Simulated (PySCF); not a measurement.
This PySCF input asks for the NMR shieldings of 2-aminothiophenol, C₆H₇NS; the geometry comes from GFN2-xTB.

```python
import basis_set_exchange as bse
import numpy as np
from pyscf import gto, dft
from pyscf.prop import nmr

atoms = """
N     1.921989   -0.993135   -0.036189
C     0.639607   -0.483207    0.007893
C    -0.472973   -1.306826   -0.160026
C    -1.751616   -0.785151   -0.156282
C    -1.953172    0.573918    0.018075
C    -0.861958    1.411327    0.164694
C     0.419437    0.892762    0.145361
S     1.804892    2.004056    0.342708
H     1.991845   -1.991419    0.082810
H     2.608804   -0.469571    0.488655
H    -0.317198   -2.369288   -0.282925
H    -2.596379   -1.445862   -0.281806
H    -2.951595    0.981730    0.033801
H    -0.995965    2.475087    0.289199
H     2.509868    1.513568   -0.677878
"""
names = dict.fromkeys(["N", "C", "S", "H"], "pcSseg-1")
basis = {el: gto.basis.parse(bse.get_basis(n, elements=[el], fmt="nwchem")) for el, n in names.items()}
mol = gto.M(atom=atoms, basis=basis, charge=0, verbose=0)
mf = dft.RKS(mol, xc="PBE0")
mf.grids.level = 2
mf.grids.alignment = dft.numint.BLKSIZE   # the property module wants whole blocks of grid points
mf.conv_tol = 1e-9
mf.kernel()

calc = nmr.RKS(mf)   # GIAO
C = mf.mo_coeff
Co = C[:, mf.mo_occ > 0]
resp = mf.gen_response(singlet=True, hermi=2)
def vind(x):   # induced exchange potential for any number of trial vectors
    d = np.einsum("pi,xij,qj->xpq", C, 2 * x.reshape(-1, C.shape[1], Co.shape[1]), Co, optimize=True)
    return np.einsum("xpq,pi,qj->xij", resp(d - d.transpose(0, 2, 1)), C, Co, optimize=True).ravel()
mo1, _ = nmr.rhf.solve_mo1(calc, with_cphf=vind)
sigma = calc.kernel(mo1)
for i, s in enumerate(sigma):   # ppm
    w = np.linalg.eigvalsh((s + s.T) / 2)
    print("%2d %-2s iso %8.1f  s11 %8.1f  s22 %8.1f  s33 %8.1f" % (i, mol.atom_pure_symbol(i), w.mean(), *w))
```

Task: Give the expected output.

Result: 
```
 0 N  iso    186.1  s11    156.6  s22    178.0  s33    223.6
 1 C  iso     36.0  s11    -55.3  s22     10.7  s33    152.5
 2 C  iso     69.4  s11    -18.5  s22     64.0  s33    162.7
 3 C  iso     52.9  s11    -56.5  s22     39.7  s33    175.5
 4 C  iso     63.9  s11    -39.1  s22     54.8  s33    175.9
 5 C  iso     48.2  s11    -57.7  s22     44.0  s33    158.2
 6 C  iso     67.7  s11    -12.6  s22     67.9  s33    147.9
 7 S  iso    580.9  s11    419.3  s22    532.0  s33    791.2
 8 H  iso     28.2  s11     20.8  s22     26.8  s33     37.0
 9 H  iso     27.9  s11     19.9  s22     29.5  s33     34.2
10 H  iso     24.9  s11     20.6  s22     25.1  s33     28.9
11 H  iso     24.3  s11     21.0  s22     25.2  s33     26.8
12 H  iso     24.8  s11     21.3  s22     26.0  s33     27.0
13 H  iso     24.0  s11     19.6  s22     23.3  s33     29.1
14 H  iso     29.0  s11     22.0  s22     27.4  s33     37.5
```

These numbers come from an equivalent density-fitted implementation of the same equations, which agrees with the script to about 0.01 ppm for H and up to a few tenths of a ppm for heavy atoms, so last digits may differ.

Task: Turn these shieldings into chemical shifts. δ = σ(ref) − σ, references computed at the same level: $^{15}$N (σref 267.73) against NH3; TMS for $^{13}$C (σref 186.93) and $^{1}$H (σref 31.72); $^{33}$S (σref 503.73) against CS2.

Result: Averaging equivalent atoms: N 0: 81.6; C 1: 151.0; C 5: 138.8; C 3: 134.0; C 4: 123.1; C 6: 119.2; C 2: 117.5; S 7: -77; H 13: 7.73; H 11: 7.37; H 12: 6.94; H 10: 6.84; H 8/9: 3.68; H 14: 2.75 ppm. Experimental scales use liquid or dissolved standards, which lie at an offset from isolated NH3 (liquid NH3: subtract about 20 ppm).

Size and cost of the density-fitted run: 178 basis functions, 24 s wall time on 1 thread of an Intel Xeon Platinum 8488C, shared host; peak memory 0.83 GiB.
